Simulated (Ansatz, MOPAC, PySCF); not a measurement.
Complex: HF (SMILES F) (first 2 atoms) with HBr (SMILES Br); geometry from B3LYP-D3(BJ)/def2-TZVP, rigid monomers moved along the line of their centres of mass till F1···H4 is 2.90 Å.
(charge 0, multiplicity 1):
```xyz
4

F     -0.362     0.135     0.369
H     -0.220    -0.774     0.265
Br     0.032     1.120     4.542
H     -0.140     1.009     3.127
```

Monomers are frozen at their geometry in the pair; levels with a basis set take the counterpoise correction. Rows marked so take none.

Cores are frozen in the correlated methods. Filled d and f shells under p-block atoms count as core. CBS(a, b) extrapolates the correlation energy as X⁻³ and adds the Hartree–Fock energy of set b. Rows in 3-21G, 6-31G*, STO-3G carry no dispersion term and start afresh at each structure (6-31G* with six Cartesian d functions); the Pople sets are all-electron and without relativity. MP2/6-31G* freezes PySCF's default core, which leaves 3d correlated. The state that AM1 reach isn't checked.

Run with Ansatz (Gaussian basis) for Hartree–Fock, density functionals and correlated methods; MOPAC for AM1 (differences of heats of formation); PySCF for 3-21G rows, 6-31G* rows, STO-3G rows, the dispersion terms. 

Other levels give for the interaction energy: PBE/def2-TZVPPD -1.28; B3LYP/def2-TZVPPD -1.03; B3LYP-D3(BJ)/def2-TZVPPD -1.28; wB97M-V/def2-TZVPPD -1.31; CCSD(T)/CBS(aug-cc-pVTZ, aug-cc-pVQZ) -1.36 kcal/mol.

What do these common cheap choices give for the same quantity: AM1, HF/STO-3G (no counterpoise), HF/6-31G*, HF/6-31G* (no counterpoise), B3LYP/3-21G (no counterpoise), B3LYP/6-31G*, M06-2X/6-31G* (no counterpoise), MP2/6-31G* (no counterpoise)?

AM1 -0.91; HF/STO-3G (no counterpoise) -0.66; HF/6-31G* -1.23; HF/6-31G* (no counterpoise) -1.69; B3LYP/3-21G (no counterpoise) -2.46; B3LYP/6-31G* -1.32; M06-2X/6-31G* (no counterpoise) -2.12; MP2/6-31G* (no counterpoise) -2.05 kcal/mol. They span -2.46 to -0.66 kcal/mol.

Ansatz is an electronic-structure program.
